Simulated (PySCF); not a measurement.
HOSi, SMILES [SiH]=O (connectivity only; charge and spin as stated), charge +1, multiplicity 1.

The structure is a stationary point at PBE0-D3(BJ)/def2-TZVPD. The spin state was assumed, not searched. The isomer is the one that the SMILES or the coordinates give; other isomers of the formula were not compared.

Two levels are set side by side: PBE/def2-TZVPD (PySCF) and B3LYP/def2-TZVPD (PySCF). Same geometry, gas phase. Differences are taken from unrounded values.

```json
[
 {"quantity": "orbital gap (eV)", "B3LYP": "6.64", "PBE": "4.85", "PBE minus B3LYP": "-1.79"},
 {"quantity": "highest occupied level (eV)", "B3LYP": "-16.97", "PBE": "-15.84", "PBE minus B3LYP": "1.13"},
 {"quantity": "lowest empty level (eV)", "B3LYP": "-10.33", "PBE": "-10.99", "PBE minus B3LYP": "-0.66"},
 {"quantity": "mean polarisability (bohr³)", "B3LYP": "22.0", "PBE": "22.6", "PBE minus B3LYP": "0.6"}
]
```

Without exact exchange PBE keeps part of each electron's self-repulsion, which lifts occupied levels and narrows the gap. Differences between two approximate levels are no errors against the true value.

Rough cost on one machine, each run with all the roots and properties that it gave: B3LYP against PBE within a factor of 2.
